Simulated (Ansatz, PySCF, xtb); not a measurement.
Torsion H4–O1–Ge2–F3 in FGeHO (SMILES [OH][Ge][F]); at each angle all else is relaxed with GFN2-xTB, and the levels are single points there.
Geometry at 0° (charge 0, multiplicity 1):
```xyz
4

O     -0.9429     0.2159     0.2106
Ge     0.6350     0.8875    -0.1037
F      1.1248    -0.3210    -1.4110
H     -1.3399    -0.5434    -0.2142
```

On the grid 0° to 330°, 300° is the highest and 0° the lowest point at CCSD(T)/CBS(cc-pVTZ, cc-pVQZ).

Rows in STO-3G carry no dispersion term and start afresh at each structure; the Pople sets are all-electron and without relativity.

Codes used: Ansatz (Gaussian basis) for Hartree–Fock, density functionals and correlated methods; PySCF for STO-3G rows, the dispersion terms; xtb for the GFN methods. Each number belongs to the level named beside it.

One of these levels gives 2.36 kcal/mol for the energy at 300° less that at 0°. Which?
A. HF/STO-3G
B. PBE-D3(BJ)/def2-TZVPP
C. GFN2-xTB

C, GFN2-xTB. The others give 15.41 (HF/STO-3G), 7.72 (PBE-D3(BJ)/def2-TZVPP)

Ansatz is an electronic-structure program.
